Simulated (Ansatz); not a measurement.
**Relaxing a trial structure of BCl2HSi**

The starting geometry of this gas-phase singlet was optimised with GFN2-xTB.

| atom | x (Å) | y (Å) | z (Å) |
| --- | --- | --- | --- |
| B | -0.0522 | 0.6339 | 0.0684 |
| Cl | 0.5250 | -1.2963 | -0.3623 |
| Cl | 0.2477 | 1.6631 | -1.3753 |
| Si | 1.5448 | 0.1348 | 1.1279 |
| H | -1.1747 | 0.5755 | 0.4134 |

Predict what it relaxes into with B3LYP-D3(BJ)/6-311G**.

A bond breaks, leaving `ClB[Si]Cl`. Contacts that open: B1–Cl2 (2.06 → 2.93 Å).

The energy falls by 0.30 eV over 15 steps:

```
step  E − E(last) (eV)
   1             0.302
   3             0.214
   4             0.101
   6             0.023
   7             0.012
   9             0.000
  10             0.000
  12             0.000
  13             0.000
  15             0.000
```

Final geometry (Å):

```yaml
atoms:
  - { symbol: B, position_ang: [-0.1650, 0.8866, 0.0698] }
  - { symbol: Cl, position_ang: [0.9434, -1.8158, -0.1883] }
  - { symbol: Cl, position_ang: [0.1871, 1.8674, -1.3560] }
  - { symbol: Si, position_ang: [1.4277, -0.0627, 0.9349] }
  - { symbol: H, position_ang: [-1.3026, 0.8354, 0.4114] }
```

Frequencies at the end are all real (lowest 64 cm⁻¹). Run with Ansatz 0.2.0, 32 s on 2 threads of Intel(R) Xeon(R) Platinum 8259CL CPU @ 2.50GHz (Skylake/Cascade Lake), on a shared host.
